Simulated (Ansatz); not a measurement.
Species: GaH2, net charge 1, singlet state. 
Geometry from a B3LYP-D3(BJ)/def2-TZVP (Ansatz, a first-principles code) optimisation:
```
Ga
H 1 1.5293
H 1 1.5293 2 180.00
```
Charge +1, spin multiplicity 1.

Parts of the frozen-core correlation energy in STO-3G (Ansatz, hartree). Frozen orbitals: 14; correlated occupied orbitals by spin: 2 and 2; virtual: 4 and 4. Spin-orbit coupling is left out. Non-relativistic.

```
term                             value
-------------------------  -----------
reference (HF)             -1901.79933
MP2 opposite-spin                    ?
MP2 same-spin                        ?
CCSD correlation                     ?
(T)                           -0.00024
FCI minus CCSD(T)             -0.00019
T1 diagnostic                    0.008
largest doubles amplitude        0.097
```

### Question
Some entries are withheld; supply them.

### Answer

- MP2 opposite-spin, value: -0.02114
- MP2 same-spin, value: -0.00012
- CCSD correlation, value: -0.03197
